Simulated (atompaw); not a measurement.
**u(r) = r·R(r): atom against pseudo-atom (magnesium)**

Columns: radius, all-electron u(r) and pseudo u(r) of the 3p shell (level -7.05 eV) of magnesium in the configuration [Ne] 3s1 3p0; PBE, scalar-relativistic, PAW (atompaw) scheme, atompaw 4.2.0.5.

| r (bohr) | all-electron | pseudo |
| --- | --- | --- |
| 0.102 | -0.0677 | 0.0012 |
| 0.204 | -0.1567 | 0.0049 |
| 0.306 | -0.2095 | 0.0111 |
| 0.408 | -0.2235 | 0.0200 |
| 0.510 | -0.2076 | 0.0319 |
| 0.612 | -0.1718 | 0.0468 |
| 0.713 | -0.1245 | 0.0648 |
| 0.815 | -0.0700 | 0.0863 |
| 0.917 | -0.0126 | 0.1111 |
| 1.019 | 0.0453 | 0.1390 |
| 1.121 | 0.1020 | 0.1697 |
| 1.223 | 0.1565 | 0.2028 |
| 1.325 | 0.2081 | 0.2376 |
| 1.427 | 0.2564 | 0.2736 |
| 1.529 | 0.3009 | 0.3098 |
| 1.631 | 0.3417 | 0.3455 |
| 1.733 | 0.3787 | 0.3799 |
| 1.835 | 0.4120 | 0.4122 |
| 1.937 | 0.4417 | 0.4417 |
| 2.038 | 0.4677 | 0.4677 |
| 2.140 | 0.4907 | 0.4907 |
| 2.242 | 0.5104 | 0.5104 |
| 2.344 | 0.5270 | 0.5270 |
| 2.446 | 0.5405 | 0.5405 |
| 2.548 | 0.5510 | 0.5510 |
| 2.650 | 0.5586 | 0.5586 |

Task: How many radial nodes do the two functions have?

Result: The all-electron 3p function has n − l − 1 = 1; the pseudo-wave has 0, since the states of the same l below it are removed with the core.

Task: At about which radius was the pseudo-wave matched?

Result: 1.95 bohr. The columns agree to 0.0005 from 1.83 bohr on; several derivatives are matched, so the curves merge somewhat inside the radius.

Task: Is the pseudo-wave norm-conserving?

Result: No, it belongs to a PAW set: the norm inside the radius is not constrained, and the difference is carried by the augmentation charge.
